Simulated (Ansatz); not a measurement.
Molecule: chloro(trimethyl)germane, C3H9ClGe, charge 0, multiplicity 1. 
Coordinates optimised at B3LYP-D3(BJ)/def2-TZVP (Ansatz, a program for electronic structure):
```
Ge
C 1 1.9569
H 2 1.0892 1 110.03
H 2 1.0892 3 108.86 1 -120.66
H 2 1.0912 3 108.96 4 -118.70
C 1 1.9569 2 112.67 3 55.60
H 6 1.0892 1 110.03 2 -175.55
H 6 1.0892 7 108.86 1 -120.66
H 6 1.0912 7 108.96 8 -118.70
C 1 1.9569 2 112.67 3 -175.55
H 10 1.0892 1 110.03 2 175.55
H 10 1.0892 11 108.86 1 120.66
H 10 1.0912 11 108.96 12 118.70
Cl 1 2.2020 2 106.04 3 -59.98
```

Quantity: atomisation energy (electronic, to ground-state atoms), in kcal/mol. Valence correlation only, unless marked. UHF or UKS for open shells. Spin-orbit coupling is left out. The frozen core is the preceding noble-gas configuration, with the filled d and f shells of earlier blocks. No relativistic terms. The coupled-cluster limit lacks core correlation, which all-electron functionals hold. Basis-set limits of correlation are two-point, X^-3; Hartree-Fock from the larger set. The bracket is a focal-point correction in the basis named.

| level | program | atomisation energy (kcal/mol) | minus last row |
|---|---|---|---|
| HF/def2-SVP | Ansatz | 932.4 | -284.1 |
| HF/def2-QZVPP | Ansatz | 925.9 | -290.6 |
| PBE-D4/def2-TZVPD | Ansatz + dftd4 | 1228.5 | 12.0 |
| revPBE-D4/def2-TZVPD | Ansatz + dftd4 | 1204.0 | -12.5 |
| r2SCAN-D3(BJ)/def2-TZVPD | Ansatz + dftd3 | 1220.3 | 3.8 |
| B3LYP-D4/def2-TZVPD | Ansatz + dftd4 | 1212.7 | -3.8 |
| BHLYP/def2-TZVPD | Ansatz | 1182.6 | -33.9 |
| CAM-B3LYP-D3(BJ)/def2-TZVPD | Ansatz + dftd3 | 1217.2 | 0.7 |
| B2GP-PLYP-D3(BJ)/def2-TZVPD | Ansatz + dftd3 | 1202.7 | -13.8 |
| MP2/def2-TZVPP | Ansatz | 1200.5 | -16.0 |
| MP2/def2-QZVPP | Ansatz | 1215.3 | -1.2 |
| MP2/CBS(def2-TZVPPD,def2-QZVPPD) | Ansatz | 1225.6 | 9.1 |
| SCS-MP2/STO-3G | Ansatz | 1330.9 | 114.4 |
| CCSD/6-31G | Ansatz | 1051.7 | -164.8 |
| CCSD/6-31G* | Ansatz | 1093.0 | -123.5 |
| CCSD/def2-TZVPP | Ansatz | 1178.1 | -38.4 |
| CCSD/def2-QZVPPD | Ansatz | 1191.9 | -24.6 |
| CCSD(T)/6-31G* | Ansatz | 1101.1 | -115.4 |
| CCSD(T)/def2-QZVPP | Ansatz | 1206.6 | -9.9 |
| RI-MP2/CBS(def2-TZVPPD,def2-QZVPPD)+[CCSD(T)-MP2]/def2-QZVPPD | Ansatz | 1216.7 | 0.2 |
| CCSD(T)/CBS(def2-TZVPPD,def2-QZVPPD) | Ansatz | 1216.5 | 0.0 |
